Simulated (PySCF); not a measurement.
## Broadened absorption spectrum of C4H12Si3

Species: C4H12Si3.
SMILES: `C=C[C@H]1[SiH2][C@@H]([SiH3])[SiH2]1`

Computed with TDDFT CAM-B3LYP/def2-SVPD, vertical, gas phase, core orbitals frozen in the response (PySCF). Isolated species at its GFN2-xTB geometry (one conformer only). Torsions of this conformer, `[CH2:1]=[CH:2][C@H:3]1[SiH2:4][C@@H:5]([SiH3:6])[SiH2:7]1`: C1–C2–C3–Si4 127°.

Computed states:

| state | E (eV) | f |
| --- | --- | --- |
| S1 | 5.68 | 0.0034 |
| S2 | 6.33 | 0.0051 |
| S3 | 6.61 | 0.600 |
| S4 | 6.73 | 0.013 |
| S5 | 6.81 | 0.0077 |
| S6 | 6.82 | 0.0018 |
| S7 | 7.16 | 0.071 |
| S8 | 7.17 | 0.0018 |

Broadening: Gaussians 0.5 eV wide at half height, area fixed by f = 4.319×10⁻⁹ ∫ε dν̃. The width is an assumption, not a result. The curve ends short of the highest state used, and states not computed would add to its high-energy end.

(1) Give the broadened spectrum and its maxima.

(2) Coming from long wavelengths, where does ε first pass 100 L mol⁻¹ cm⁻¹?

(3) On this curve, what absorbance would a 10⁻⁵ mol/L sample give at 222 nm over a 1 cm path?

## Answers

(1) 
(E (eV), ε (L mol⁻¹ cm⁻¹)): (4.93, 0), (4.97, 1), (5.01, 1), (5.05, 2), (5.09, 4), (5.12, 5), (5.16, 9), (5.20, 14), (5.24, 21), (5.28, 30), (5.31, 39), (5.35, 53), (5.39, 70), (5.43, 89), (5.47, 110), (5.50, 126), (5.54, 145), (5.58, 163), (5.62, 176), (5.66, 184), (5.69, 188), (5.73, 189), (5.77, 189), (5.81, 192), (5.85, 207), (5.88, 233), (5.92, 300), (5.96, 428), (6.00, 649), (6.04, 1010), (6.08, 1570), (6.11, 2162), (6.15, 3243), (6.19, 4730), (6.23, 6688), (6.27, 9156), (6.30, 11339), (6.34, 14642), (6.38, 18275), (6.42, 22041), (6.46, 25684), (6.49, 28163), (6.53, 30897), (6.57, 32752)

Maxima: 216 nm (5.73 eV), ε about 190, made up of S1 (94%) (hardly more than a shoulder) (ε in L mol⁻¹ cm⁻¹; maxima over ε = 5, shares over 10%). At its high-energy end, 6.57 eV, the curve is still rising (ε about 33000, from S3).

(2) At about 227 nm (5.45 eV), 0.23 eV below S1.

(3) 222 nm is 5.585 eV, where ε is about 160 L mol⁻¹ cm⁻¹, so A = ε c l ≈ 0.0016 (Beer–Lambert, with the gas-phase spectrum and the assumed width).
